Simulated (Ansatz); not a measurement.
Sr2O3, relaxed as a singlet with RKS PBE0-D4/def2-SVP in Ansatz, starting from the GFN2-xTB geometry. Force threshold 0.02 eV/Å.

In the def2 sets Sr takes a core potential; there is no spin–orbit coupling. The structure comes from a short search, and lower isomers may exist.

Start:

```xyz
5

Sr   -1.759   -0.727    0.539
Sr    1.615    1.138   -0.056
O    -0.532    0.735   -0.699
O     0.508   -0.660    0.789
O     0.168   -0.485   -0.572
```

```
         step  energy (eV)  largest force component (eV/Å)  SCF passes
            1   -7797.5683                           3.031          36
            2   -7798.1494                           0.980          35
            3   -7798.2626                           0.514          35
            4   -7798.3467                           0.130          35
 5 (rejected)   -7798.3436                           0.224          41
            6   -7798.3605                           0.048          34
            7   -7798.3610                           0.026          37
            8   -7798.3610                           0.008          37
            9   -7798.3610                           0.001          37
           10   -7798.3610                           0.002          36
           11   -7798.3611                           0.003          37
           12   -7798.3611                           0.005          37
           13   -7798.3612                           0.011          37
           14   -7798.3615                           0.022          35
           15   -7798.3630                           0.065          35
           16   -7798.3732                           0.122          35
17 (rejected)   -7798.3483                           0.758          41
           18   -7798.3856                           0.078          35
19 (rejected)   -7798.3775                           0.327          36
           20   -7798.3868                           0.010          37
```

Force components are those of the run's own axes.

End:

```tsv
atom	x (Å)	y (Å)	z (Å)
Sr1	-1.759	-0.284	0.958
Sr2	1.340	1.327	0.312
O3	-0.528	0.479	-0.951
O4	0.512	-0.924	0.544
O5	0.435	-0.598	-0.864
```

By distances, no bond broke or formed. The bond that changes most is Sr1–O5, from 2.24 to 2.87 Å (atoms count from 1). The end is the same structure that another start reached.

The force fell under the threshold at step 8, but the optimiser went on and released 0.026 eV more. No frequencies were taken in this run, so the end may be a saddle point.

Run time 29 s (4 threads of Arm Neoverse V2 on a shared host).
